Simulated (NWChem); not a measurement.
# Total energies of F3OTa

```xyz
5

Ta    -0.0029     0.0083     0.0000
O     -0.5568     1.6224     0.0000
F      1.0212    -0.2121     1.5537
F      1.0212    -0.2121    -1.5537
F     -1.5242    -1.0856     0.0000
```
Charge 0, spin multiplicity 1.

Program: NWChem. The geometry was optimised at PBE0/def2-SVP with def2 effective core potentials on Ta, a minimum by its harmonic frequencies.

Basis set: def2-SVP (88 functions).

```tsv
method	total energy (Ha)
RHF	-429.51433
MP2	-430.56556
B2PLYP	-431.34177
PBE	-431.45131
B3LYP	-431.77661
r2SCAN	-431.63599
```

Total energies of different functionals aren't comparable as a measure of quality: only differences taken within one method are. 

Effective core potentials replace the inner electrons of Ta; spin-orbit coupling is left out. The correlated methods keep 4 core orbitals frozen. B3LYP has NWChem's definition, with VWN1-RPA local correlation. The structure started from a generated list of species.
